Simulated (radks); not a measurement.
Species: neutral boron. Configuration: [He] 2s1 2p2 (not the ground configuration).

Calculated with a radial shooting solver on a logarithmic mesh with Libxc functionals: Dirac Kohn-Sham, LDA (Slater exchange, Perdew-Wang correlation), spin-unpolarised, spherical densities, point nucleus; open shells are shared between the two j in proportion to 2j + 1.

Energy parts (hartree):
part                     energy
total                 -24.14170
kinetic                23.97477
electron-nucleus      -56.00284
Hartree                11.36859
exchange-correlation   -3.48222

Orbitals (lengths in bohr, moments of r in powers of bohr; r(max) is where P^2 peaks):
orbital      occ.  eigenvalue (hartree)  r(max)    <r^4>  small-component weight
1s1/2           2              -6.60343  0.2119  0.05981                2.84e-04
2s1/2           1              -0.36184   1.511    41.04                2.84e-05
2p1/2    0.666667              -0.15244   1.542    101.8                2.04e-05
2p3/2     1.33333              -0.15231   1.542    101.9                2.03e-05

The highest occupied level is 2p3/2 at -4.145 eV. The density falls to 0.001 e/bohr^3 at r = 4.04 bohr.
